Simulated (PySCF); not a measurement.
## Electron correlation in Ni³⁺ (nickel, charge +3)

[Ar] 3d7, high-spin 4F determinant. Calculation: PySCF 2.14, in x2c-TZVPPall (6s5p4d2f1g, 64 functions); the spin-free X2C one-electron Hamiltonian (Gaussian nucleus). Frozen: [Ne]; 15 electrons correlated.

| level | correlation energy (mhartree) |
| --- | --- |
| CCSD | -472.19 |
| (T) | -6.02 |
| CCSD(T) | -478.21 |

Diagnostics: T1 = 0.0051, D1 = 0.0101, largest double amplitude 0.014.

Cost of the coupled-cluster step: of the order of 11 core-seconds, for 15 correlated electrons.

Iterations:

```
CC2 = 0
CCSD nocc = (np.int64(9), np.int64(6)), nmo = (59, 59)
frozen orbitals [[0, 1, 2, 3, 4], [0, 1, 2, 3, 4]]
max_cycle = 100
direct = 0
conv_tol = 1e-08
conv_tol_normt = 1e-06
diis_space = 8
diis_start_cycle = 0
Init t2, MP2 energy = -0.477809025985257
Init E_corr(UCCSD) = -0.477809025990457
cycle = 1  E_corr(UCCSD) = -0.464909379654878  dE = 0.0128996463  norm(t1,t2) = 0.040154
cycle = 2  E_corr(UCCSD) = -0.47235430055703  dE = -0.0074449209  norm(t1,t2) = 0.0093874
cycle = 3  E_corr(UCCSD) = -0.471895455428953  dE = 0.000458845128  norm(t1,t2) = 0.00368787
cycle = 4  E_corr(UCCSD) = -0.472190467148241  dE = -0.000295011719  norm(t1,t2) = 0.00119451
cycle = 5  E_corr(UCCSD) = -0.472201492820107  dE = -1.10256719e-05  norm(t1,t2) = 0.000320138
cycle = 6  E_corr(UCCSD) = -0.472184054514495  dE = 1.74383056e-05  norm(t1,t2) = 9.50322e-05
cycle = 7  E_corr(UCCSD) = -0.472185937164964  dE = -1.88265047e-06  norm(t1,t2) = 3.30664e-05
cycle = 8  E_corr(UCCSD) = -0.4721875802064  dE = -1.64304144e-06  norm(t1,t2) = 1.03402e-05
cycle = 9  E_corr(UCCSD) = -0.472186783906341  dE = 7.96300059e-07  norm(t1,t2) = 3.15699e-06
cycle = 10  E_corr(UCCSD) = -0.472186845357437  dE = -6.14510954e-08  norm(t1,t2) = 6.12118e-07
cycle = 11  E_corr(UCCSD) = -0.472186873895795  dE = -2.85383583e-08  norm(t1,t2) = 1.69682e-07
cycle = 12  E_corr(UCCSD) = -0.47218686645428  dE = 7.4415154e-09  norm(t1,t2) = 3.13714e-08
UCCSD converged
E(UCCSD) = -1517.509417714676  E_corr = -0.4721868664542796
UCCSD(T) correction = -0.00602034227621049
```

This basis was not built for core-valence correlation, so the inner-shell part is incomplete.
